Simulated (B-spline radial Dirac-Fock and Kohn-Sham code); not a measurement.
**Kohn-Sham estimates against Dirac-Fock for the levels of Tl⁺**

System: thallium as Tl⁺ in the configuration [Xe] 4f14 5d10 6s1 6p1 (not the ground configuration).

The density-functional columns are spherical, spin-unpolarised Dirac-Kohn-Sham results without Breit or QED terms: −ε is minus the orbital energy of the initial state and ΔSCF the difference of two total energies. The reference in the last column comes from multi-electron Dirac-Fock with separately optimised hole states, Breit and Lamb-shift corrections added in first order. All numbers are from an atomic code on a B-spline grid, in eV; a selection of levels is shown. For the 1s level of heavy atoms much of the gap between ΔSCF and the reference is the Breit and QED part, -473.7 eV here; for other levels the error of the functional can be larger.

| level | LDA −ε | LDA ΔSCF | Dirac-Fock |
| --- | --- | --- | --- |
| K (1s) | 85374.7 | 86005.1 | 85541.8 |
| L1 (2s) | 15198.4 | 15315.4 | 15369.5 |
| L2 (2p1/2) | 14599.8 | 14751.7 | 14715.1 |
| L3 (2p3/2) | 12536.6 | 12662.5 | 12673.1 |
| M1 (3s) | 3634.1 | 3668.3 | 3728.9 |
| M2 (3p1/2) | 3362.1 | 3399.1 | 3437.0 |
| M3 (3p3/2) | 2903.5 | 2936.4 | 2978.2 |
| M4 (3d3/2) | 2450.7 | 2490.6 | 2502.6 |
| M5 (3d5/2) | 2352.7 | 2391.0 | 2406.3 |
| N1 (4s) | 817.4 | 833.0 | 870.5 |
| N2 (4p1/2) | 700.0 | 715.5 | 744.5 |
| N3 (4p3/2) | 588.3 | 602.8 | 632.3 |
| N4 (4d3/2) | 395.7 | 410.0 | 426.7 |
| N5 (4d5/2) | 374.8 | 388.9 | 405.8 |
| N6 (4f5/2) | 125.9 | 139.6 | 138.2 |
| N7 (4f7/2) | 121.3 | 134.9 | 133.8 |
| O2 (5p1/2) | 100.5 | 108.6 | 113.2 |
| O3 (5p3/2) | 80.03 | 87.69 | 93.20 |
| O4 (5d3/2) | 26.10 | 32.68 | 31.05 |
| O5 (5d5/2) | 23.85 | 30.28 | 28.85 |
| P1 (6s) | 17.91 | 22.36 | 20.48 |
| P2,3 (6p) | 9.53 | 12.95 | 11.80 |

Values without a named source are computed, but for edge energies of neutral atoms, which are taken from tables.
